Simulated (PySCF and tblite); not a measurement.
Molecule: C6H10FN, numbered as in [F:1][C@@:2]12[CH2:3][CH2:4][C@@H:5]1[CH2:6][NH:7][CH2:8]2; H are named by their carrier, a and b as at the first point (Å):

```
F1      -0.645    1.431    1.705
C2      -0.249    0.791    0.549
C3       0.938    1.442   -0.165
C4       1.652    0.079   -0.180
C5       0.541   -0.522    0.703
C6      -0.341   -1.560    0.026
N7      -1.028   -0.793   -1.036
C8      -1.458    0.413   -0.302
H3a      1.426    2.182    0.466
H3b      0.711    1.877   -1.134
H4a      2.645    0.073    0.262
H4b      1.685   -0.374   -1.167
H5       0.841   -0.791    1.712
H6a     -1.043   -1.980    0.759
H6b      0.232   -2.373   -0.424
H7      -1.900   -1.305   -1.160
H8a     -1.740    1.197   -1.007
H8b     -2.300    0.225    0.377
```

The mean out-of-plane torsion at N7 (0° is planar) is held and the rest relaxed at GFN2-xTB. Energies: PBE0/pcSseg-1 + D3(BJ), IEF-PCM chloroform. Couplings: B3LYP/6-31G* with H pcJ-1 F pcJ-1 N pcJ-1, gas phase, for ¹H, ¹⁹F, ¹⁵N. (tblite 0.8, PySCF 2.14.)

How do the most sensitive couplings change along the out-of-plane angle?


```csv
out-of-plane angle °,"¹J(N7,H7)","³J(H7,H8b)","³J(H6a,H7)","³J(H7,H8a)","³J(F1,H8b)","³J(H6b,H7)","²J(N7,H8a)"
-44,-56.0,8.8,7.0,0.1,19.9,0.1,-6.9
-27,-80.3,3.7,2.6,-0.1,23.3,0.3,-5.6
0,-104.4,-1.9,-1.6,3.1,22.3,3.6,-1.4
28,-83.0,10.9,10.8,8.0,15.5,7.7,-0.4
45,-53.6,14.8,14.2,5.8,16.9,5.2,-2.8
```
Values in Hz. Computed couplings to fluorine can be off by tens of per cent at such levels.

Set ³J(H7,H8b) against its H–N–C–H torsion.

33°: 8.8 Hz, 53°: 3.7 Hz, 89°: -1.9 Hz, 143°: 10.9 Hz, 174°: 14.8 Hz.
